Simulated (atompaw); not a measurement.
# Pt (Z = 78): one change to a PAW (atompaw) potential, before and after

atompaw 4.2.0.5 input, output lines left out:

```
Pt 78
GGA-PBE scalarrelativistic loggrid 2001 logderivrange -9 5 351
6 6 5 4 0 0
6 0 0.5
6 1 0
5 2 9.5
0 0 0
c
c
c
c
v
v
c
c
c
v
v
c
c
v
c
2
2.20 1.75 2.15 2.10
n
n
y
1.35
n
custom polynom gramschmidtortho besselshape
3 1 troulliermartins
1.55
2.20
2.05
2.20
1.95
2.20
```

Change: local potential troulliermartins scheme with l = 3 at 1 Ry, radius 1.20 bohr.

Cutoffs: the cutoffs (Ry, on a coarse ladder) from which the occupation-weighted sum of valence levels, in a spherical-Bessel basis at the reference potential, stays within 10 and 1 mRy of its value at 400 Ry; they do not see the model core or the augmentation charge, which bear on the density cutoff.

Problem. What does the change do?

Solution. The potential gets neither clearly harder nor softer (40 Ry and 60 Ry → 35 Ry and 70 Ry); a bound ghost appears in d, p, s, which as a rule spoils a file; the range in which the d phases agree widens (upper end 2.1 → 3.4). A state that the projectors do not describe sees the local part alone, so a deeper or shallower local part can create or remove a ghost.

```tsv
quantity	base	changed
cutoff, loose	40 Ry	35 Ry
cutoff, tight	60 Ry	70 Ry
bound ghosts	none	s, d, p
s: phases at 2.21 bohr within 0.05 rad from the reference energy up to (Ry; the scan ends near 5)	3.0	3.2
p: phases at 2.21 bohr within 0.05 rad from the reference energy up to (Ry; the scan ends near 5)	to the end of the scan	n/a
d: phases at 2.21 bohr within 0.05 rad from the reference energy up to (Ry; the scan ends near 5)	2.1	3.4
lowest overlap eigenvalue by channel	s 0.46, p 0.73, d 0.67	s 0.31, p 0.74, d 0.61
```

 A true bound ghost makes a file unfit for plane-wave use even where its test errors are small: the radial tests pick states by their node count and pass the ghost by. The cutoffs see the waves, projectors and local potential, not the compensation charge or the core.
